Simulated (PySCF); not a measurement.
Correlation energy of La⁴⁰⁺ (lanthanum, charge +40)

[Ne] 3s2 3p5, 2P determinant. Computed with PySCF 2.14 in an uncontracted even-tempered set (18 s from 7.3 bohr⁻², ratio 2.5; 12 p from 9.5 bohr⁻², ratio 2.5; 4 d from 42 bohr⁻², ratio 2.7; 4 f from 63 bohr⁻², ratio 2.7), with the spin-free X2C one-electron Hamiltonian (Gaussian nucleus). Frozen: 1s2; 15 electrons correlated; the 21 highest virtual orbitals of each spin left out.

```json
{"level": "CCSD", "correlation energy (mhartree)": "-626.62"}
{"level": "(T)", "correlation energy (mhartree)": "-1.08"}
{"level": "CCSD(T)", "correlation energy (mhartree)": "-627.70"}
```

Diagnostics: T1 = 0.00050, D1 = 0.0023, largest double amplitude 0.020.

Spin-orbit coupling, absent here, splits the open shell strongly.

Cost of the coupled-cluster step: about 50 core-seconds, for 15 correlated electrons.

Iterations:

```
CC2 = 0
CCSD nocc = (np.int64(8), np.int64(7)), nmo = (80, 80)
frozen orbitals [[0, 81, 82, 83, 84, 85, 86, 87, 88, 89, 90, 91, 92, 93, 94, 95, 96, 97, 98, 99, 100, 101], [0, 81, 82, 83, 84, 85, 86, 87, 88, 89, 90, 91, 92, 93, 94, 95, 96, 97, 98, 99, 100, 101]]
max_cycle = 100
direct = 0
conv_tol = 1e-08
conv_tol_normt = 1e-06
diis_space = 8
diis_start_cycle = 0
Init t2, MP2 energy = -0.613988824768496
Init E_corr(UCCSD) = -0.613988824768871
cycle = 1  E_corr(UCCSD) = -0.624461330972241  dE = -0.0104725062  norm(t1,t2) = 0.00669027
cycle = 2  E_corr(UCCSD) = -0.626277881450846  dE = -0.00181655048  norm(t1,t2) = 0.00119972
cycle = 3  E_corr(UCCSD) = -0.62661987984724  dE = -0.000341998396  norm(t1,t2) = 0.000238195
cycle = 4  E_corr(UCCSD) = -0.62661535919859  dE = 4.52064865e-06  norm(t1,t2) = 1.08988e-05
cycle = 5  E_corr(UCCSD) = -0.626615270758074  dE = 8.84405155e-08  norm(t1,t2) = 5.53368e-07
cycle = 6  E_corr(UCCSD) = -0.626615303214515  dE = -3.24564409e-08  norm(t1,t2) = 4.08055e-08
cycle = 7  E_corr(UCCSD) = -0.626615302444638  dE = 7.69876718e-10  norm(t1,t2) = 2.77861e-09
UCCSD converged
E(UCCSD) = -7127.87582607929  E_corr = -0.6266153024446385
UCCSD(T) correction = -0.00108006559406176
```

At this charge the one-electron X2C treatment keeps the bare 1/r₁₂, with no two-electron picture change or Breit term. The effect here is smaller than on the frozen 1s shell; and a scalar Hamiltonian misses the large spin-orbit splitting of the p shells, which matters for ns² → np² pairs.
